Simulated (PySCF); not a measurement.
CHCl, SMILES [CH]Cl (connectivity only; charge and spin as stated), neutral, multiplicity 1. The structure is a stationary point at PBE-D3(BJ)/def2-TZVPD. The isomer is the one that the SMILES or the coordinates give; other isomers of the formula were not compared.

Calculation: PBE-D3(BJ)/def2-TZVPD in PySCF 2.14.0.

Harmonic wavenumbers (cm⁻¹): 796, 1192, 2798. Rotational constants (GHz): 460.8, 17.92, 17.25; symmetry number 1.

**Question.** Work out the zero-point energy and the ideal-gas rigid-rotor harmonic-oscillator thermochemistry at 298.15 K and 1 atm.

**Answer.** ZPE = ½ Σ hcν = ½ × 4786 cm⁻¹ = 28.63 kJ/mol. H − E(el) = 38.80 kJ/mol. Entropy in J/(mol K): translation 157.15, rotation 76.83, vibration 1.06, total 235.04. G − E(el) = -31.28 kJ/mol. Cp = 36.89 J/(mol K).
